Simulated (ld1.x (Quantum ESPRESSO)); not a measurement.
# Transferability test, PAW potential for Rh (Z = 45)

| Quantity | Value |
| --- | --- |
| Element | Rh |
| Generator | ld1.x (Quantum ESPRESSO) 7.5 |
| Type | PAW |
| Functional | PBE |
| Relativity | fully relativistic |
| Frozen core | [Kr] |
| Valence charge | 9 |
| Reference configuration | 4d8 5s0 5p0 (charge +1) |
| Partial waves | 5s (bound, empty): rcut 2.05, rcutus 2.45 bohr; 5s channel at 1.55 Ry: rcut 2.05, rcutus 2.45 bohr; 5p (bound, empty): rcut 2.30, rcutus 3.10 bohr; 5p channel at 2.1 Ry: rcut 2.30, rcutus 3.10 bohr; 4d (bound): rcut 1.85, rcutus 2.15 bohr; 4d channel at -0.5 Ry: rcut 1.85, rcutus 2.15 bohr |
| Local potential | all-electron potential smoothed inside 1.90 bohr (lloc = -1) |
| Core correction | Bessel-smoothed model core inside 1.00 bohr |
| Augmentation charge | PSQ, inside the norm-conserving radii |

Open shells are filled in proportion to 2j + 1 (rel_dist='average').

Energies are relative to the spin-unpolarised reference configuration 4d8 5s0 5p0; without spin polarisation the order of configurations can differ from experiment. The frozen-core shift is the all-electron ΔE with the core orbitals held at their reference shape minus the fully relaxed ΔE.

```csv
valence configuration,charge,ΔE all-electron (eV),error AE − PS (meV),frozen-core shift (meV)
4d8 5s1 5p0,0,-7.462,-1.9,+2.1
4d7 5s0 5p0,+2,19.511,-69,+67
4d6 5s0 5p0,+3,52.013,-411,+396
4d9 5s0 5p0,0,-8.373,-18,+18
4d8.5 5s0.5 5p0,0,-8.093,-4.4,+4.7
4d7 5s1 5p0,+1,3.666,-54,+54
```

(1) What are ΔE and the potential's error for 4d8 5s0 5p1?

Levels in the configuration 4d7 5s1 5p0:

```
   level  all-electron (eV)  pseudo (eV)
4d j=3/2            -16.951      -17.073
4d j=5/2            -16.518      -16.636
5s j=1/2            -12.123      -12.128
```

The ghost test of this file was not conclusive.

## Answers

(1) ΔE = -3.862 eV all-electron; the error (AE − PS) is -0.4 meV.
